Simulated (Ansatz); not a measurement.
Consider the substitution at a C–Sn bond: `C#[C][SnH2][F]` + CH₃NH₂ → `C#CNC` + `[F][SnH3]`.

Isolated molecules relaxed with PBE0-D4/def2-TZVP in Ansatz; ΔE leaves out vibrations. CCSD(T)/CBS is the MP2 limit (def2-TZVPP, def2-QZVPP) plus CCSD(T) − MP2 in def2-TZVPP, frozen cores. DFT in def2-TZVPP. Elements past krypton have def2 core potentials. For Sn outer-core shells are correlated without core-valence functions, which leaves a few kJ/mol of doubt a bond.

(1) Is it downhill or uphill in electronic energy at CCSD(T)/CBS, and by how much? (An estimate is asked.)

(2) What do these levels give: CAM-B3LYP-D4, r2SCANh, r2SCAN0, HF/def2-SVP, MP2/def2-TZVPP, SCS-MP2/def2-QZVPP? (An estimate is asked.)

Largest T1 diagnostic among the species: 0.014.

## Answers

(1) Computed: Uphill: ΔE = +70.5 kJ/mol.

(2) Ansatz gave: CAM-B3LYP-D4 45.9, r2SCANh 47.7, r2SCAN0 48.0, HF/def2-SVP 40.6, MP2/def2-TZVPP 71.6, SCS-MP2/def2-QZVPP 73.2 kJ/mol.

Leaving LDA and LC-ωPBE aside and taking each functional with its dispersion term where it has one, the values, not all of them listed here, spread over 17.4 kJ/mol, from PBE-D4 to B2PLYP. LDA lies −20.8 kJ/mol from PBE without D4. At CCSD(T), def2-SVP lies −23.4 kJ/mol from the extrapolated value and def2-TZVPP −0.9 kJ/mol. From BLYP to BHLYP (50 % exact exchange), in def2-TZVPP and without D4, ΔE moves by +4.4 kJ/mol.
